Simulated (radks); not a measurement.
Values are calculated unless marked as measured or tabulated.
Ir39+, configuration [Kr] 4d2. Level of theory: scalar-relativistic Kohn-Sham, PBEsol, spin-polarised, spherical densities, finite nucleus; open shells are filled with parallel spins first (spin-orbit coupling, left out, can overturn this in heavy ions); Fermi nuclear charge, rms radius 5.4032 fm (a radial shooting solver on a logarithmic mesh with Libxc functionals).

Unscreened Slater integrals over Kohn-Sham orbitals (eV). They are taken over the spin-up orbitals.

| integral | value |
|---|---|
| F0(4d,4d) | 61.739 |
| F2(4d,4d) | 31.488 |
| F4(4d,4d) | 21.481 |
| F0(4d,4p) | 61.517 |
| F2(4d,4p) | 31.533 |
| G1(4d,4p) | 39.109 |
| G3(4d,4p) | 25.117 |
| F0(4d,4s) | 62.478 |
| G2(4d,4s) | 31.147 |
| F0(4d,3d) | 79.085 |
| F2(4d,3d) | 23.422 |
| F4(4d,3d) | 11.790 |
| G0(4d,3d) | 7.4306 |
| G2(4d,3d) | 9.5058 |
| G4(4d,3d) | 7.5072 |
| F0(4p,4p) | 61.475 |
| F2(4p,4p) | 32.044 |
| F0(4p,4s) | 62.404 |
| G1(4p,4s) | 42.153 |
| F0(4p,3d) | 77.965 |
| F2(4p,3d) | 22.325 |
| G1(4p,3d) | 7.2189 |
| G3(4p,3d) | 7.3033 |
| F0(4s,4s) | 63.420 |
| F0(4s,3d) | 79.614 |
| G2(4s,3d) | 7.4953 |
| F0(3d,3d) | 144.56 |
| F2(3d,3d) | 73.884 |
| F4(3d,3d) | 47.587 |

Derived for the open shells (J is the average intra-shell exchange parameter used in DFT+U). 4d: Racah B = F2/49 - 5 F4/441 = 0.3991 eV, C = 35 F4/441 = 1.705 eV, C/B = 4.27, F4/F2 = 0.682, J = (F2 + F4)/14 = 3.784 eV.
